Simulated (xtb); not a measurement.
silicon atom (Si), triplet. Base run: GFN2-xTB (xtb).

Geometry (Å):
```xyz
1

Si     0.0000     0.0000     0.0000
```
Charge 0, spin multiplicity 3.
All else is at xtb's defaults.
Base energy -1.56961 Eh.

Variants of this job, named by their change:

```tsv
change	ΔE vs base (kJ/mol)	G_solv (kcal/mol)	SCF cycles
base	0.00	-	39
acc = 0.1	0.00	-	49
alpb = hexane	15.27	3.65	39
acc = 0.0001	-7.97	-	120
gbsa = chcl3	4.65	1.11	39
```

ALPB and GBSA are two models with their own fitted parameters for each solvent, which aren't always the measured dielectric constant.
